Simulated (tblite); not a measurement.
Record of a relaxation.

C2H9ClGeSi.
Atom-mapped SMILES: `[SiH3:1][GeH2:2][CH2:3][CH2:4][Cl:5]` (hydrogens: H6, H7, H8 on Si1; H9, H10 on Ge2; H11, H12 on C3; H13, H14 on C4)

Computed with GFN2-xTB (tblite), gas phase: L-BFGS steps from a force-field or distance-geometry start until the largest atomic force falls under 0.01 eV/Å. 9 of its 145 geometries are shown.

Step 0: E = -464.3158 eV, largest atomic force 1.346 eV/Å
```
atom  x, y, z in Å  |  force x, y, z in eV/Å
Si1     2.316    0.258    0.260    0.015   0.498  -0.013
Ge2     0.422   -1.028   -0.093    1.056  -0.653   0.521
C3     -1.044    0.023   -0.798   -0.154   0.551  -0.362
C4     -2.033    0.428    0.274   -0.233  -0.024  -0.376
Cl5    -1.117    1.388    1.488   -0.422  -0.419  -0.217
H6      3.446   -0.613    0.563    0.116   0.083   0.000
H7      2.025    1.147    1.402    0.249  -0.084  -0.208
H8      2.606    1.084   -0.945   -0.004  -0.216   0.369
H9      0.765   -2.083   -1.177   -0.340   0.025   0.483
H10     0.038   -1.702    1.258   -0.101  -0.049  -0.734
H11    -0.586    0.969   -1.181   -0.444  -0.669  -0.056
H12    -1.528   -0.504   -1.632   -0.112   0.333   0.226
H13    -2.783    1.070   -0.206   -0.065   0.037   0.519
H14    -2.528   -0.437    0.765    0.439   0.585  -0.152
```

Step 18: E = -464.5990 eV, largest atomic force 0.138 eV/Å
```
atom  x, y, z in Å  |  force x, y, z in eV/Å
Si1     2.376    0.299    0.311    0.027   0.009   0.004
Ge2     0.461   -1.006   -0.077    0.086  -0.070   0.074
C3     -1.064    0.030   -0.842   -0.063   0.005  -0.003
C4     -2.029    0.444    0.238    0.020   0.051   0.127
Cl5    -1.124    1.281    1.523    0.008  -0.043  -0.045
H6      3.552   -0.531    0.583   -0.063  -0.002  -0.012
H7      2.178    1.219    1.429   -0.006  -0.022  -0.002
H8      2.652    1.088   -0.895   -0.015  -0.024   0.023
H9      0.690   -2.142   -1.067    0.009   0.073   0.047
H10    -0.118   -1.769    1.104    0.033   0.064  -0.077
H11    -0.682    0.922   -1.336    0.053   0.058  -0.082
H12    -1.608   -0.541   -1.591   -0.042  -0.080  -0.071
H13    -2.802    1.131   -0.115    0.021  -0.029   0.030
H14    -2.483   -0.425    0.712   -0.070   0.010  -0.014
```

Step 36: E = -464.6109 eV, largest atomic force 0.053 eV/Å
```
atom  x, y, z in Å  |  force x, y, z in eV/Å
Si1     2.377    0.318    0.328   -0.004  -0.023   0.004
Ge2     0.463   -0.972   -0.079    0.015  -0.016   0.002
C3     -1.095    0.010   -0.867   -0.001  -0.007   0.037
C4     -2.024    0.451    0.237   -0.016   0.023   0.045
Cl5    -1.066    1.214    1.526    0.004  -0.002  -0.032
H6      3.517   -0.564    0.584   -0.003   0.017  -0.001
H7      2.203    1.221    1.461    0.001  -0.004   0.001
H8      2.668    1.107   -0.872    0.009   0.014   0.007
H9      0.746   -2.100   -1.058   -0.012   0.007  -0.005
H10    -0.109   -1.744    1.093    0.010   0.011  -0.036
H11    -0.738    0.885   -1.414    0.011  -0.019  -0.013
H12    -1.653   -0.606   -1.574    0.007  -0.003   0.012
H13    -2.768    1.180   -0.084   -0.009   0.022  -0.026
H14    -2.522   -0.401    0.697   -0.012  -0.021   0.004
```

Step 54: E = -464.6140 eV, largest atomic force 0.028 eV/Å
```
atom  x, y, z in Å  |  force x, y, z in eV/Å
Si1     2.381    0.323    0.339   -0.017  -0.022   0.005
Ge2     0.471   -0.970   -0.092   -0.001  -0.017   0.000
C3     -1.114   -0.017   -0.860    0.011  -0.009   0.001
C4     -2.027    0.471    0.239    0.010   0.012   0.014
Cl5    -1.042    1.228    1.511   -0.001   0.002  -0.012
H6      3.521   -0.560    0.584    0.005  -0.003   0.001
H7      2.196    1.196    1.492   -0.001   0.007   0.017
H8      2.688    1.144   -0.833   -0.009   0.012  -0.014
H9      0.751   -2.074   -1.100    0.008   0.007   0.007
H10    -0.076   -1.772    1.069    0.002   0.008  -0.014
H11    -0.771    0.831   -1.456    0.012   0.009  -0.005
H12    -1.680   -0.666   -1.529   -0.021  -0.005   0.000
H13    -2.745    1.220   -0.099   -0.010   0.002  -0.002
H14    -2.554   -0.356    0.713    0.011  -0.004   0.003
```

Step 72: E = -464.6160 eV, largest atomic force 0.028 eV/Å
```
atom  x, y, z in Å  |  force x, y, z in eV/Å
Si1     2.360    0.322    0.362    0.005  -0.009   0.005
Ge2     0.470   -0.986   -0.106    0.009   0.014   0.011
C3     -1.121   -0.038   -0.865    0.004  -0.005   0.009
C4     -2.005    0.492    0.239    0.012   0.015   0.021
Cl5    -0.991    1.300    1.456   -0.001  -0.006  -0.010
H6      3.519   -0.546    0.569   -0.003   0.000  -0.012
H7      2.180    1.155    1.548   -0.007  -0.004   0.004
H8      2.633    1.184   -0.789    0.002   0.011   0.001
H9      0.780   -2.063   -1.132   -0.011  -0.006  -0.003
H10    -0.082   -1.815    1.032   -0.002   0.004   0.008
H11    -0.783    0.788   -1.493   -0.001  -0.001  -0.006
H12    -1.712   -0.701   -1.498   -0.006  -0.001  -0.009
H13    -2.734    1.225   -0.107   -0.005  -0.008  -0.005
H14    -2.515   -0.317    0.761    0.004  -0.004  -0.014
```

Step 90: E = -464.6180 eV, largest atomic force 0.032 eV/Å
```
atom  x, y, z in Å  |  force x, y, z in eV/Å
Si1     2.347    0.322    0.376    0.010   0.000   0.010
Ge2     0.470   -0.994   -0.119    0.004   0.009   0.009
C3     -1.123   -0.053   -0.881   -0.011  -0.005  -0.004
C4     -1.980    0.506    0.230    0.001  -0.008   0.001
Cl5    -0.943    1.369    1.387   -0.016   0.008  -0.025
H6      3.529   -0.533    0.484    0.004   0.003  -0.014
H7      2.172    1.044    1.634    0.013  -0.007  -0.010
H8      2.573    1.285   -0.704   -0.010  -0.004   0.008
H9      0.761   -2.098   -1.123    0.005   0.012   0.014
H10    -0.090   -1.788    1.042    0.000  -0.011  -0.004
H11    -0.795    0.754   -1.541   -0.009  -0.011   0.029
H12    -1.729   -0.731   -1.483   -0.004   0.008   0.000
H13    -2.737    1.210   -0.120    0.021   0.017   0.001
H14    -2.458   -0.293    0.796   -0.007  -0.012  -0.015
```

Step 108: E = -464.6237 eV, largest atomic force 0.040 eV/Å
```
atom  x, y, z in Å  |  force x, y, z in eV/Å
Si1     2.320    0.312    0.430    0.002   0.027   0.018
Ge2     0.466   -1.017   -0.112    0.008  -0.025  -0.021
C3     -1.143   -0.116   -0.891    0.026  -0.015   0.007
C4     -1.946    0.563    0.191   -0.003   0.010   0.013
Cl5    -0.854    1.563    1.175   -0.005   0.012   0.030
H6      3.557   -0.442    0.214   -0.017  -0.007  -0.006
H7      2.264    0.731    1.829    0.003  -0.009  -0.006
H8      2.359    1.501   -0.422   -0.018   0.004  -0.012
H9      0.794   -2.113   -1.114   -0.018   0.010   0.016
H10    -0.092   -1.827    1.042   -0.007   0.007  -0.005
H11    -0.826    0.622   -1.629    0.016   0.026  -0.026
H12    -1.785   -0.829   -1.409   -0.006  -0.034  -0.001
H13    -2.728    1.219   -0.197    0.023   0.008  -0.007
H14    -2.386   -0.166    0.871   -0.004  -0.013   0.000
```

Step 126: E = -464.6274 eV, largest atomic force 0.025 eV/Å
```
atom  x, y, z in Å  |  force x, y, z in eV/Å
Si1     2.331    0.319    0.409   -0.005  -0.010   0.008
Ge2     0.462   -1.014   -0.066    0.004  -0.005  -0.011
C3     -1.117   -0.107   -0.892    0.011  -0.009   0.001
C4     -1.960    0.554    0.172    0.004   0.001  -0.003
Cl5    -0.906    1.489    1.258    0.014  -0.008  -0.008
H6      3.548   -0.423    0.069   -0.006   0.022   0.010
H7      2.372    0.684    1.823    0.002  -0.012   0.001
H8      2.293    1.540   -0.394   -0.005   0.010  -0.018
H9      0.777   -2.152   -1.023   -0.014   0.007   0.013
H10    -0.131   -1.766    1.107    0.011  -0.011   0.012
H11    -0.780    0.640   -1.613    0.005   0.000   0.000
H12    -1.738   -0.821   -1.435   -0.008   0.007  -0.012
H13    -2.700    1.245   -0.235   -0.004   0.011   0.009
H14    -2.454   -0.189    0.798   -0.009  -0.001  -0.002
```

Step 144: E = -464.6293 eV, largest atomic force 0.009 eV/Å
```
atom  x, y, z in Å  |  force x, y, z in eV/Å
Si1     2.307    0.325    0.404    0.007   0.003   0.004
Ge2     0.459   -1.042   -0.055    0.005   0.003  -0.007
C3     -1.104   -0.116   -0.891    0.003  -0.003   0.002
C4     -1.941    0.564    0.167   -0.002   0.001  -0.003
Cl5    -0.872    1.454    1.276   -0.002  -0.003   0.000
H6      3.544   -0.362    0.029   -0.005   0.003  -0.003
H7      2.367    0.663    1.823   -0.005  -0.002  -0.003
H8      2.209    1.558   -0.380    0.001  -0.005   0.001
H9      0.762   -2.188   -1.006    0.002  -0.001   0.004
H10    -0.131   -1.782    1.127   -0.002  -0.003   0.001
H11    -0.744    0.624   -1.609   -0.002  -0.002   0.002
H12    -1.736   -0.815   -1.441   -0.001   0.002  -0.001
H13    -2.650    1.284   -0.243   -0.004   0.005   0.001
H14    -2.471   -0.167    0.777    0.004   0.003   0.001
```

Task: Summarise the path.

Result: The energy falls by 0.3135 eV from step 0 to step 144; nine tenths of that is first reached at step 18. It rises by more than 0.2 meV at step 101. The largest force goes from 1.346 to 0.009 eV/Å. Among the bonds Ge2–C3 changes most, from 1.937 to 2.000 Å; the atoms move by 0.425 Å rms after alignment.

What follows is the cost of the whole relaxation. The run took 0.95 s on one thread, Arm Neoverse V1 (aarch64), shared host with 32 logical CPUs at a one-minute load of 6.8.
